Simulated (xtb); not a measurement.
xtb input:

```bash
xtb mol.xyz --gfn 1 --sp --chrg 0 --uhf 0
```
mol.xyz:
```
10

Si     2.62007952    -0.62469694     0.49855073
N      1.26062635    -0.34918719    -0.56540884
Si    -0.33361023     0.07197689    -0.19448664
Cl    -0.86268924     1.88236260    -0.99017400
Cl    -1.67496060    -1.29602347    -0.91448652
Cl    -0.48289824     0.16389835     1.84135634
H      3.76395970    -0.93249070    -0.38775523
H      2.91825257     0.57556712     1.30773710
H      2.36899672    -1.76220559     1.40825599
H      1.46315422    -0.45251663    -1.55110259
```

Problem. Predict the final energy.

Solution. -22.09927 Eh (GFN1-xTB).
